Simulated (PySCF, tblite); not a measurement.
Isomers of C6H11F3, one GFN2-xTB conformer each. Single-point energies are computed at PBE0/pcSseg-1 (PySCF, gas phase, no added dispersion term), electronic only.

Question: Rank them by PBE0/pcSseg-1 energy, lowest first (kcal/mol).
A. `[CH3:1][C:2]([CH2:3][F:4])([CH2:5][F:6])[CH2:7][CH2:8][F:9]` with C1–C2–C3–F4 63°, C1–C2–C5–F6 65°, C1–C2–C7–C8 62°, C2–C7–C8–F9 72°
B. `[CH3:1][CH2:2][C@H:3]([CH3:4])[CH2:5][C:6]([F:7])([F:8])[F:9]` with C1–C2–C3–C4 -169°, C2–C3–C5–C6 -171°
C. `[CH3:1][CH2:2][C:3]([CH3:4])([CH3:5])[C:6]([F:7])([F:8])[F:9]` with C1–C2–C3–C4 63°

Answer: C (0.0), B (1.7), A (26.0).

As drawn, the lowest has two fluorines on one carbon, which the highest lacks. Neighbours under 2.5 kcal/mol apart (CCC(C)(C)C(F)(F)F and CC[C@H](C)CC(F)(F)F) can change places with a better method, another conformer or zero-point energy. GFN2-xTB itself gives, in the same order: 0.0, 2.9, 11.9. Both levels put the same isomer lowest; measured from each level's own lowest isomer, the values differ by up to 14.1 kcal/mol (CC(CF)(CF)CCF: 11.9 against 26.0).

Question: Which frontier levels, dipoles and rotational constants go with these structures?

Answer: 
```json
{"SMILES": "CCC(C)(C)C(F)(F)F", "HOMO (eV, PBE0/pcSseg-1)": "-9.47", "LUMO (eV)": "1.30", "dipole (D)": "2.50", "A, B, C (MHz)": "2328, 1218, 1175"}
{"SMILES": "CC[C@H](C)CC(F)(F)F", "HOMO (eV, PBE0/pcSseg-1)": "-9.29", "LUMO (eV)": "1.33", "dipole (D)": "2.58", "A, B, C (MHz)": "2529, 955.1, 816.0"}
{"SMILES": "CC(CF)(CF)CCF", "HOMO (eV, PBE0/pcSseg-1)": "-8.89", "LUMO (eV)": "1.36", "dipole (D)": "1.45", "A, B, C (MHz)": "1824, 1181, 875.8"}
```

Question: What happens when harmonic zero-point energies from GFN2-xTB frequencies are added?

Answer: 
```
             SMILES  ZPE (kcal/mol)  electronic (kcal/mol)  with ZPE (kcal/mol)
  CCC(C)(C)C(F)(F)F           101.9                    0.0                  0.0
CC[C@H](C)CC(F)(F)F           102.1                    1.7                  2.0
      CC(CF)(CF)CCF           102.1                   26.0                 26.2
```

The zero-point energies span 0.2 kcal/mol. The order is unchanged.
